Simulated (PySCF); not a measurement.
Molecule: `[SiH3]CCNC(C#C)=O`, C$_{5}$H$_{9}$NOSi.

Geometry (Å), atoms numbered from 1 in this order:
```xyz
17

C     3.636    0.985    0.340
C     2.620    0.414    0.058
C     1.400   -0.224   -0.393
O     1.065   -0.251   -1.559
N     0.700   -0.796    0.616
C    -0.599   -1.388    0.399
C    -1.734   -0.472    0.853
Si   -1.729    1.220   -0.034
H     4.527    1.474    0.609
H     0.998   -0.646    1.567
H    -0.678   -1.579   -0.673
H    -0.640   -2.346    0.931
H    -2.678   -0.985    0.667
H    -1.666   -0.331    1.935
H    -0.537    1.973    0.368
H    -2.915    1.944    0.431
H    -1.776    1.019   -1.476
```

Frames of a GFN2-xTB Langevin trajectory at 300 K; GIAO PBE0/pcSseg-1 shieldings in PySCF 2.14.0 with density-fitted response routines, gas phase, non-relativistic; equivalent atoms averaged within each frame.

References, each an isolated molecule treated in the same way: $^{13}$C (186.93 ppm) and $^{29}$Si (349.16 ppm) and $^{1}$H (31.72 ppm) against TMS; $^{17}$O (336.08 ppm) against H2O; NH3 for $^{15}$N (267.73 ppm). The references are static minima.

**Question.** How do the shifts (ppm) fluctuate along the trajectory?

**Answer.** 
| time (fs) | C3 | C2 | C1 | C6 | C7 | O4 | N5 | Si8 | H10 | H15/H16/H17 |
| --- | --- | --- | --- | --- | --- | --- | --- | --- | --- | --- |
| optimised geometry | 155.0 | 82.2 | 80.4 | 38.2 | 15.6 | 422.4 | 150.5 | -74.3 | 5.09 | 3.82 |
| 250 | 154.9 | 85.1 | 82.8 | 37.3 | 8.7 | 410.7 | 150.3 | -80.7 | 4.65 | 3.61 |
| 425 | 150.5 | 87.9 | 78.4 | 37.2 | 16.9 | 393.3 | 151.1 | -70.6 | 4.67 | 3.86 |
| 625 | 157.7 | 87.1 | 84.0 | 38.9 | 14.0 | 460.6 | 154.1 | -83.0 | 4.28 | 3.50 |
| 800 | 149.7 | 86.3 | 79.9 | 34.9 | 11.9 | 390.3 | 150.8 | -71.8 | 4.11 | 4.30 |
| 1000 | 149.9 | 84.7 | 81.9 | 35.3 | 5.4 | 411.0 | 148.2 | -69.4 | 5.22 | 4.37 |
| mean of frames | 152.5 | 86.2 | 81.4 | 36.7 | 11.4 | 413.2 | 150.9 | -75.1 | 4.59 | 3.93 |
| standard deviation | 3.6 | 1.3 | 2.2 | 1.6 | 4.5 | 28.2 | 2.1 | 6.3 | 0.43 | 0.39 |

5 frames give an uncertainty of the mean of about the standard deviation over 2.2 at best, since frames this close in time may not be independent; classical motion lacks zero-point vibration, and the reference would need the same averaging.
